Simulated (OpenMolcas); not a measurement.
## neutral boron: effect of the level shift or regulariser

* Program: OpenMolcas
* Basis: ANO-RCC [9s8p5d3f2g]
* Scalar Hamiltonian: DKH2, point nucleus
* Active space: 1 electron in 9 orbitals (RAS2 2p; RAS3 3s 3d, at most 1 electron)
* State averaging: 2S+1 = 2 odd, 3 roots; 2S+1 = 2 even, 1 root
* Spin-orbit coupling: state interaction with AMFI integrals over the reference wave functions, term energies averaged over their components

Methods on the same reference wave functions:
A. RASSCF
B. SS-RASPT2, IPEA 0.25 Eh, imaginary shift 0.1 Eh (closed shells correlated: 1s 2s)
C. SS-RASPT2, IPEA 0.25 Eh, imaginary shift 0.3 Eh (closed shells correlated: 1s 2s)

Energies in cm-1 above 2s2 2p 2P* 1/2, the measured ground level; measured values from NIST Handbook of Basic Atomic Spectroscopic Data.

```
         Level      A      B      C  Measured
2s2 2p 2P* 1/2    0.0    0.0    0.0       0.0
2s2 2p 2P* 3/2   14.7   14.7   14.7      15.3
 2s2 3s 2S 1/2  39347  41323  41332     40040
```

Deviations, from unrounded energies. A percentage is the sum of absolute deviations over the sum of measured energies, with the sign that they share, or ± where signs differ.

```json
{"Against measurement": "mean absolute deviation (cm-1)", "Levels": "2", "A": "350", "B": "640", "C": "650"}
{"Against measurement": "fine structure of the ground term (%)", "Levels": "1", "A": "-4.0", "B": "-4.0", "C": "-4.0"}
{"Against measurement": "other configurations (%)", "Levels": "1", "A": "-1.7", "B": "+3.2", "C": "+3.2"}
```

A lies closest to measurement on these levels and C furthest from it. The largest miss of A in the table is 2s2 3s 2S 1/2, by -690 cm-1. The ranking rests on the paired levels alone, and a cruder setting can come out closer through cancelling errors.

Between B and C the level of the table that moves most is 2s2 3s 2S 1/2, by 9.3 cm-1 (lowest in B, highest in C).

The lowest spin-free term lies below A's lowest term by 0.098 hartree in B, 0.098 hartree in C.

ANO sets are built for valence states and can reach diffuse excited orbitals poorly. No level of 2s2 3d was computed, though it lies in the active space. With one active electron the reference holds no correlation, so core polarisation is missing (holds for A). With one active electron, CASPT2 adds the correlation within the correlated inactive shells and between them and that electron, and leaves the splitting within a term as the reference gives it (holds for B; C). Measured partners are found by configuration, term and J. A level has none where our copy of the source lacks it or the pairing is in doubt (some pairs that miss far off the trend of their configuration count as doubtful), and it then counts in no deviation. Only configurations of the active space appear.

* marks odd parity.
